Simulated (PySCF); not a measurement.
## Working out the ionisation energy of Cr⁺

Cr⁺ [Ar] 3d5 (6S) → Cr²⁺ [Ar] 3d4 (5D). Calculation: PySCF 2.14, in def2-TZVPPD; no relativity, point nucleus. Frozen: [Ar]. Energies in hartree (1 hartree = 27.21139 eV):

```csv
part,Cr⁺ (lower),Cr²⁺ (upper)
UHF,-1043.117298,-1042.561298
CCSD correlation,-0.079292,-0.043276
(T),-0.001427,-0.000330
```

What does Hartree-Fock give?

(-1042.561298) − (-1043.117298) = 0.556000 hartree = 15.130 eV.

What do CCSD and CCSD(T) give?

The CCSD correlation energies differ by 0.036016 hartree = 0.980 eV and the triples by 0.001097 hartree = 0.030 eV, so CCSD gives 16.110 eV and CCSD(T) 16.140 eV.

A first-order spin-orbit estimate adds -0.047 eV to CCSD(T) (valence), giving 16.093 eV against 16.486 eV (measured; NIST Atomic Spectra Database, ionization energies).

The calculation is non-relativistic.

What remains against the reference includes basis incompleteness, the frozen core and higher excitations.
